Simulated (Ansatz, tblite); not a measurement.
Removing and adding an electron: Cs₃H₄ (the lowest doublet isomer of a short search). Charge 0, multiplicity 2. Geometry: r2SCAN-D4/def2-TZVP. Ansatz, gas phase; energy differences of separate SCF runs; the oxidised species is a singlet (the triplet lies 3.16 eV higher at PBE0-D4/def2-TZVP); the reduced species is a triplet (the singlet lies 0.16 eV higher at PBE0-D4/def2-TZVPD).

```xyz
7

Cs    0.764   -1.642   -2.098
Cs    1.776    2.348   -0.475
Cs    0.591   -0.766    1.902
H    -2.918   -0.149    1.058
H    -0.376    0.502   -0.635
H    -2.385    0.073    0.576
H     2.549   -0.367   -0.328
```

In the def2 sets Cs takes a core potential; there is no spin–orbit coupling. The xTB rows come from tblite. Correlated methods freeze no core orbitals; core or outer-core shells of Cs are correlated, in sets that lack core-valence functions. HOMO above LUMO, or a gap near zero within one spin, warns that the state may not be the lowest or that an electron is smeared out. In the doublet, H4 and H6 lie 0.75 Å apart (atoms count from 1), so H2 has formed as a molecule. The structure comes from a short search, and lower isomers may exist.

| level | −HOMO (eV) | vertical IE (eV) | −LUMO (eV) | vertical EA (eV) | HOMO–LUMO gap (eV) | IE − EA (eV) | remarks |
| --- | --- | --- | --- | --- | --- | --- | --- |
| GFN1-xTB | – | 9.58 | – | – | – | – | – |
| GFN2-xTB | – | 7.35 | – | 2.52 | – | 4.83 | – |
| HF/def2-TZVPP | – | 2.34 | – | – | – | – | – |
| PBE-D4/def2-TZVP | 1.68 | 3.15 | 1.40 | – | 0.28 | – | – |
| PBE-D4/def2-TZVPD | 1.67 | – | 1.40 | 0.72 | 0.27 | – | HOMO above zero (-1 triplet), gap within one spin near zero (-1 triplet) |
| r2SCAN-D4/def2-TZVP | 1.62 | 2.86 | 1.20 | – | 0.41 | – | – |
| r2SCAN-D4/def2-TZVPD | 1.60 | – | 1.21 | 0.45 | 0.39 | – | HOMO above zero (-1 triplet), gap within one spin near zero (-1 triplet) |
| PBE0-D4/def2-TZVP | 1.92 | 2.99 | 1.06 | – | 0.85 | – | – |
| PBE0-D4/def2-TZVPD | 1.90 | – | 1.07 | 0.68 | 0.84 | – | HOMO above zero (-1 triplet) |
| MP2/def2-TZVPP | – | 2.62 | – | – | – | – | – |
| CCSD/def2-TZVPP | – | 2.63 | – | – | – | – | – |
| CCSD(T)/def2-TZVPP | – | 2.65 | – | – | – | – | – |

   A HOMO above zero means that the electron is unbound at that level or that self-interaction error raises the level; the energy of removing that electron tells which. HOMO and LUMO are the levels of the spin that leaves or enters (xTB has no such levels and no spin-polarisation term). Other spin states of the ions may lie lower, which would lower the ionisation energy or raise the affinity. Raw xTB energy differences between charge states are shifted by several eV; the methods need an empirical correction for them.
